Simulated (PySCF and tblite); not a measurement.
C₆H₁₄O, numbered as in [CH3:1][CH:2]([CH3:3])[O:4][CH:5]([CH3:6])[CH3:7].

Level: B3LYP-D3(BJ)/def2-SVP (IEF-PCM, chloroform)//GFN2-xTB, thermal terms from GFN2-xTB, symmetry numbers and mirror pairs counted. Conformers within 3 kcal/mol (GFN2-xTB free energy) were kept, 7 at most. GIAO shieldings: mPW1PW91/pcSseg-1 (IEF-PCM, chloroform). Shifts are against TMS (¹H), TMS (¹³C) at the same level. Run with PySCF (density fitting) and tblite.

Torsions listed: C1–C2–O4–C5, C2–O4–C5–C6. Of a mirror pair one member is shown.

```tsv
conformer	shape	weight %	dipole D
1	-85°, 153°	97.5	1.47
2	64°, 120°	2.5	1.56
```

Task: How do the computed shifts compare with measured ones?

Result: 
```tsv
nucleus	signal	leading conformer	average	measured	medium
¹³C	C1/C3/C6/C7	24.8	24.8	23	not stated per compound (mostly CDCl3 or CCl4)
¹³C	C2/C5	72.3	72.3	68.5	not stated per compound (mostly CDCl3 or CCl4)
```

Measured values: Pretsch, Buehlmann, Badertscher, Structure Determination of Organic Compounds, 4th ed. (2009). Mean difference for ¹³C: 2.80 ppm, scatter 1.00 ppm. The computed shifts are unscaled and lack vibrational corrections.
